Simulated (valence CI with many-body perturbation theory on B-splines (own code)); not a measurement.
## E1 transitions of Rb31+

Calculated by relativistic CI+MBPT: four valence electrons over a frozen Dirac-Fock core [He], a basis of 11 s, 11 p, 10 d, 8 f, 5 g, 2 h functions for each j, with the one-electron correlation potential Σ1 (screened to all orders), the two-electron term Σ2, the three-electron term Σ3, Breit, model QED; selected single and double excitations, second order for the rest, scaled by the run's own slope (own B-spline code, finite nucleus).

No measured spectrum was set against this ion. As an estimate, large intervals hold to a few tenths of a per cent, small ones and those within an open d or f shell to about a per cent. Among the levels kept, up to 1100 cm⁻¹ of a level comes from second order outside the variational space, and about a tenth of that is noise between levels of different J, which matters for small intervals.

Lines 1 to 50 of 538 in falling wavelength, among levels below 190.06 Ry, chosen from the strongest by gf and those to the six lowest levels. Wavelengths and rates use the calculated energies. Electric multipoles are in the length gauge, E1 and E2 with the static RPA response of the core. Weak lines are less certain than strong ones. Lines between different terms over intervals too small for the method are left out, as are lines whose strength nearly cancels. The highest levels of a list are the least certain.

Levels are named by their leading jj configuration (3d3/2^4 stands for four electrons in 3d with j = 3/2), which in mixed levels can hold well under half, so a name can repeat and another be missing. Letters in brackets count levels of one name in rising energy.

```tsv
λ vac (nm)	Upper	Lower	A (s⁻¹)	log gf	Branch %
43.37	(2p1/2 2p3/2^2 3p1/2) J=3	(2p1/2 2p3/2^2 3s) J=2 [b]	4.76e+08	-1.03	0.0
39.21	(2p1/2 2p3/2^2 3p1/2) J=1 [a]	(2p1/2 2p3/2^2 3s) J=2 [a]	1.22e+09	-1.07	0.0
37.66	(2p1/2 2p3/2^2 3p1/2) J=3	(2p1/2 2p3/2^2 3s) J=3	9.07e+08	-0.87	0.0
35.78	(2s 2p1/2 2p3/2 3p1/2) J=2 [c]	(2s 2p1/2 2p3/2 3s) J=1 [b]	9.50e+08	-1.04	0.0
35.44	(2p1/2^2 2p3/2 3p1/2) J=2	(2p1/2^2 2p3/2 3s) J=2	1.29e+09	-0.91	0.0
34.03	(2s 2p1/2 2p3/2 3d3/2) J=4	(2s 2p1/2 2p3/2 3p3/2) J=4	6.02e+08	-1.03	0.1
34.03	(2s 2p1/2^2 3p1/2) J=1	(2s 2p1/2^2 3s) J=1	1.76e+09	-1.04	0.0
33.63	(2p1/2 2p3/2^2 3p1/2) J=2 [a]	(2p1/2 2p3/2^2 3s) J=2 [a]	1.15e+09	-1.01	0.0
33.47	(2s 2p3/2^2 3p1/2) J=3	(2s 2p3/2^2 3s) J=2 [a]	1.32e+09	-0.81	0.0
33.18	(2s 2p1/2 2p3/2 3d5/2) J=4 [a]	(2s 2p1/2 2p3/2 3p3/2) J=3 [b]	6.05e+08	-1.05	0.0
31.78	(2s 2p3/2^2 3d5/2) J=4 [a]	(2s 2p3/2^2 3p3/2) J=4	6.59e+08	-1.05	0.0
31.72	(2s 2p1/2 2p3/2 3d5/2) J=5	(2s 2p1/2 2p3/2 3p3/2) J=4	2.36e+09	-0.41	79.9
31.54	(2s 2p3/2^2 3d5/2) J=3 [b]	(2s 2p3/2^2 3p3/2) J=2 [b]	1.06e+09	-0.96	0.0
31.41	(2s 2p3/2^2 3d5/2) J=4 [a]	(2s 2p3/2^2 3p3/2) J=3 [a]	1.56e+09	-0.68	0.0
31.37	(2s 2p1/2 2p3/2 3p3/2) J=3 [b]	(2s 2p1/2 2p3/2 3s) J=3	1.12e+09	-0.94	0.0
30.95	(2p1/2^2 2p3/2 3d5/2) J=4	(2p1/2^2 2p3/2 3p3/2) J=3	2.76e+09	-0.45	1.5
30.80	(2s 2p3/2^2 3d5/2) J=5	(2s 2p3/2^2 3p3/2) J=4	2.59e+09	-0.39	18.8
30.53	(2s 2p3/2^2 3d5/2) J=3 [a]	(2s 2p3/2^2 3p3/2) J=2 [a]	1.43e+09	-0.85	0.0
30.28	(2s 2p1/2 2p3/2 3d5/2) J=4 [a]	(2s 2p1/2 2p3/2 3p3/2) J=3 [a]	1.92e+09	-0.62	0.1
30.13	(2s 2p1/2 2p3/2 3p1/2) J=2 [a]	(2s 2p1/2 2p3/2 3s) J=2 [a]	1.64e+09	-0.95	0.0
30.13	(2s^2 2p3/2 3p1/2) J=1	(2s^2 2p3/2 3s) J=2	2.06e+09	-1.08	0.3
29.92	(2s 2p1/2^2 3d5/2) J=3	(2s 2p1/2^2 3p3/2) J=2	2.81e+09	-0.58	0.0
29.78	(2s 2p3/2^2 3d5/2) J=3 [d]	(2s 2p3/2^2 3p3/2) J=2 [c]	2.04e+09	-0.72	0.0
29.25	(2s 2p3/2^2 3p1/2) J=2 [b]	(2s 2p3/2^2 3s) J=2 [b]	1.86e+09	-0.92	0.0
29.13	(2s 2p1/2 2p3/2 3d5/2) J=3 [c]	(2s 2p1/2 2p3/2 3p3/2) J=2 [c]	2.41e+09	-0.67	0.0
29.07	(2s 2p3/2^2 3d5/2) J=4 [b]	(2s 2p3/2^2 3p3/2) J=3 [b]	2.76e+09	-0.50	0.1
29.00	(2s 2p1/2 2p3/2 3d5/2) J=4 [c]	(2s 2p1/2 2p3/2 3p3/2) J=3 [d]	3.05e+09	-0.46	0.0
28.93	(2s 2p1/2 2p3/2 3d5/2) J=3 [d]	(2s 2p1/2 2p3/2 3p3/2) J=2 [d]	2.77e+09	-0.61	0.0
28.92	(2s^2 2p3/2 3d5/2) J=4	(2s^2 2p3/2 3p3/2) J=3	2.81e+09	-0.50	72.9
28.71	(2s 2p3/2^2 3d5/2) J=3 [c]	(2s 2p3/2^2 3p3/2) J=2 [b]	1.53e+09	-0.88	0.0
28.32	(2s 2p1/2 2p3/2 3d5/2) J=2 [d]	(2s 2p1/2 2p3/2 3p3/2) J=1 [d]	2.51e+09	-0.82	0.0
28.28	(2s 2p3/2^2 3d5/2) J=2 [c]	(2s 2p3/2^2 3p3/2) J=1 [c]	2.03e+09	-0.92	0.0
28.26	(2s^2 2p3/2 3p1/2) J=2	(2s^2 2p3/2 3s) J=2	2.41e+09	-0.84	0.4
28.24	(2p1/2^2 2p3/2 3d5/2) J=2	(2p1/2^2 2p3/2 3p3/2) J=1	2.15e+09	-0.89	0.0
28.07	(2p1/2 2p3/2^2 3p3/2) J=2	(2p1/2 2p3/2^2 3s) J=1 [a]	2.08e+09	-0.91	0.0
28.06	(2p1/2^2 2p3/2 3d5/2) J=3	(2p1/2^2 2p3/2 3p3/2) J=2	3.37e+09	-0.56	0.0
28.02	(2s^2 2p1/2 3d5/2) J=3	(2s^2 2p1/2 3p3/2) J=2	3.15e+09	-0.59	0.0
27.87	(2s 2p1/2 2p3/2 3d5/2) J=3 [a]	(2s 2p1/2 2p3/2 3p3/2) J=2 [a]	2.14e+09	-0.76	0.0
27.50	(2s 2p3/2^2 3p3/2) J=3 [a]	(2s 2p3/2^2 3s) J=2 [a]	1.62e+09	-0.89	0.0
27.47	(2s 2p3/2^2 3d5/2) J=2 [a]	(2s 2p3/2^2 3p3/2) J=2 [a]	1.54e+09	-1.06	0.0
27.45	(2s 2p3/2^2 3p1/2) J=2 [a]	(2s 2p3/2^2 3s) J=3	3.13e+09	-0.75	0.0
27.21	(2s 2p1/2 2p3/2 3p3/2) J=1 [a]	(2s 2p1/2 2p3/2 3s) J=1 [a]	2.92e+09	-1.01	0.0
27.05	(2s^2 2p1/2 3d5/2) J=2	(2s^2 2p1/2 3p3/2) J=1	3.06e+09	-0.78	0.0
26.80	(2p1/2 2p3/2^2 3p3/2) J=3 [b]	(2p1/2 2p3/2^2 3s) J=2 [b]	2.71e+09	-0.69	0.0
26.74	(2s 2p1/2 2p3/2 3d5/2) J=4 [b]	(2s 2p1/2 2p3/2 3p3/2) J=3 [c]	3.37e+09	-0.49	0.0
26.61	(2s 2p3/2^2 3d5/2) J=2 [b]	(2s 2p3/2^2 3p3/2) J=1 [b]	2.45e+09	-0.89	0.0
26.56	(2p1/2^2 2p3/2 3p3/2) J=1	(2p1/2^2 2p3/2 3s) J=1	2.81e+09	-1.05	0.0
26.46	(2s 2p1/2 2p3/2 3d5/2) J=2 [a]	(2s 2p1/2 2p3/2 3p3/2) J=1 [a]	2.58e+09	-0.87	0.0
26.02	(2s^2 2p3/2 3d5/2) J=3	(2s^2 2p3/2 3p3/2) J=2	2.68e+09	-0.72	0.0
26.01	(2s 2p3/2^2 3p1/2) J=3	(2s 2p3/2^2 3s) J=3	2.16e+09	-0.81	0.0
```

Task: How does gf follow from A for the line at 29.00 nm?

Result: gf = 1.4992 × (2J+1)_upper × A / σ², with σ = 344825 cm⁻¹ and 2J+1 = 9: gf = 0.346.
